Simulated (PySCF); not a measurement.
NMR data simulated for an unnamed compound:

$^{1}$H NMR (400 MHz, computed): δ 4.84 (m, 1H), 3.37 (m, 3H), 2.96 (m, 1H), 1.38 (m, 2H), 1.26 (d, 3H), 1.18 (d, 3H).

$^{13}$C{$^{1}$H} NMR (computed): δ 61.8 (CH), 26.0 (CH3), 24.4 (CH3).

Theory: shieldings: GIAO HF/pcSseg-1, PBE0-D3(BJ)/def2-SVP structure, in PySCF (fast rotation and ring inversion assumed for equivalent nuclei, one conformer, no solvent model, relativity neglected).

δ = σ(ref) − σ, references computed at the same level: TMS for $^{1}$H (31.69 ppm), $^{13}$C (190.85 ppm).

Q: Which of these does the molecule contain: a methoxy group, a ketone, a Si–H bond, a (CH3)2CH unit, a vinyl group CH=CH2?

A: 
- A methoxy group: no.
- A ketone: no.
- A Si–H bond: yes (δH 4.84 (m)).
- A (CH3)2CH unit: yes (δC 24.4, 61.8, 26.0; δH 1.18 (d), 2.96 (m), 1.26 (d)).
- A vinyl group CH=CH2: no.

The data belong to SMILES [Si@H](OC(C)C)([SiH3])P, C3H13OPSi2; they needn't prove each group on their own.

Carbon signals by region: 1 at 50–100 ppm, 2 below 50 ppm.

Splittings by $^{31}$P in the carbon and heteronuclear signals aren't shown, as no couplings were computed. Shifts are as computed. Against solution values, carbons near 30 ppm lie about -0 ppm off and those near 130 ppm about +7 ppm. Of 1211 compounds with measured shifts, 218 miss one by over three times the rms of a fit or turn the order of signals round; such compounds aren't used in these exercises. No couplings were computed; multiplicities are counted from neighbouring protons, with m where these are inequivalent, close in shift, in a saturated or five-membered ring or joined by F or P, and br s for small geminal =CH2 splittings.
